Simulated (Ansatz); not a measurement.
Ansatz results at the PBE0-D4/def2-TZVP geometry: LUMO energy (PBE0/def2-TZVPP) -2.26 eV; HOMO–LUMO gap (PBE/def2-TZVPP) 5.22 eV; HOMO–LUMO gap (PBE0/def2-TZVPP) 8.16 eV.

Each molecule was computed in one conformer, which needn't be the lowest.

(1) Which molecule gave them?
A. `[AlH3-][PH3+]`
B. `[OH2+][In-]([F])([F])[F]`
C. `[OH2+][B-](F)(F)F`
D. `[OH2+][AlH3-]`

## Answers

(1) B. The others give `[OH2+][B-](F)(F)F`: -0.31, 7.45, 10.55; `[OH2+][AlH3-]`: -0.73, 4.70, 6.85; `[AlH3-][PH3+]`: -0.27, 5.42, 7.56.
